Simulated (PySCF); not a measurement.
# Computed properties of Sn(F)(OMe) (CH3FOSn), SMILES [O]([Sn][F])C

Sn(F)(OMe) (CH3FOSn), SMILES C[O][Sn][F] (connectivity only; charge and spin as stated), neutral, multiplicity 1. The structure is a stationary point at B3LYP-D3(BJ)/def2-SVP. The def2 effective core potentials stand for the cores of Sn; spin–orbit coupling is left out. The values are those of a single conformer. All values are computed for the isolated molecule unless a solvent is named; none is compared with measurement here.

**Structure.** The optimised structure has Cs symmetry. All 15 harmonic modes at B3LYP-D3(BJ)/def2-SVP (PySCF) are real, so it is a minimum. With heavy atoms numbered as in [Sn:1]([F:2])[O:3][CH3:4], the shortest bond between them is O3–C4 at 1.410 Å and the longest Sn1–O3 at 1.998 Å.

**Vibrations.** The strongest infrared lines (harmonic, unscaled, degenerate partners summed) lie at 1101 cm⁻¹ (223 km/mol, O 51 %, C 45 %), 2983 cm⁻¹ (106 km/mol, H 98 %), 528 cm⁻¹ (69 km/mol, O 64 %, Sn 15 %, C 12 %). The softest mode is at 125 cm⁻¹ and the zero-point energy is 26.9 kcal/mol.

**Electronic structure.** CAM-B3LYP/def2-TZVPD (PySCF) places the frontier levels at -9.24 and -1.57 eV, a gap of 7.67 eV, and gives a dipole moment of 2.22 D and a mean polarisability of 56.9 bohr³.

**Excitations.** TDA-CAM-B3LYP/def2-SVPD (PySCF) has S1 at 4.39 eV (282 nm, f = 0.029, weak); the most intense of the 10 singlets computed lies at 7.83 eV (f = 0.41). T1 (TDA) is at 3.51 eV, 0.88 eV under S1. No vertical singlet excitation falls in the visible range (under 3.1 eV).
